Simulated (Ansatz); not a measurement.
This geometry of H4OSSi2 (8 atoms, charge 0, multiplicity 1) is a first-order saddle point.

These are results of Ansatz 0.2.0, RKS CAM-B3LYP-D4/def2-SVP, not measurements.

```xyz
8
Properties=species:S:1:pos:R:3
S -1.311 1.873 -1.063
Si -0.143 0.831 0.400
O 0.780 -0.186 1.390
Si 0.585 -1.278 0.059
H -1.370 0.912 -2.007
H -0.175 1.994 1.333
H 1.869 -1.674 -0.583
H -0.142 -2.529 0.415
```

Which two structures does it join? (They come from a converged band through this point; their orientation in space is the band's.)

No bond is made or broken. The dihedral H6–Si2–Si4–O3 goes from 93 to -94°. The two ends are copies of one structure, up to a mirror image or an exchange of like atoms.

First end point:

```xyz
8
Properties=species:S:1:pos:R:3
S -2.100 1.381 -0.024
Si -0.029 0.933 0.130
O 0.433 -0.312 1.194
Si 0.966 -0.991 -0.293
H -2.477 0.130 -0.362
H 0.630 2.236 0.376
H 2.432 -1.212 -0.383
H 0.238 -2.223 -0.693
```

Last end point:

```xyz
8
Properties=species:S:1:pos:R:3
S -1.464 1.712 -1.128
Si -0.126 0.883 0.300
O 1.280 0.127 -0.288
Si 0.524 -1.219 0.472
H -1.632 0.567 -1.821
H 0.111 1.966 1.281
H 0.104 -2.288 -0.470
H 1.295 -1.804 1.598
```

How far does it lie above each of them?

1.37 eV above the first and 1.37 eV above the second. This is the barrier of this one path; another mechanism may lie lower.

The run took 120 s on 2 threads of Arm Neoverse V2 (shared host), peak memory 0.22 GiB.
